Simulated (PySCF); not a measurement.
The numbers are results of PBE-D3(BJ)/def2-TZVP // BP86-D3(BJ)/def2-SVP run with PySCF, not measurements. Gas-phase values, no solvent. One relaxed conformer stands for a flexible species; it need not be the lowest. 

Reference species: [W(Cl)3(OH)3] (neutral, multiplicity 1).

| Item | Result |
|---|---|
| charge on the central atom (Mulliken) | 1.15 e |
| HOMO | -7.28 eV |
| coordination number | 6 |

Changed species: [W(Cl)(OH)5] (5 of 6 Cl replaced by OH; the reference has 3 of 6 Cl replaced by OH).

### Question
What does the change do to the charge on the central atom (Mulliken), HOMO and coordination number?

### Answer
the charge on the central atom (Mulliken) rises by 0.05 e, to 1.20 e; the HOMO increases by 0.42 eV, to -6.86 eV; the coordination number is nearly the same.
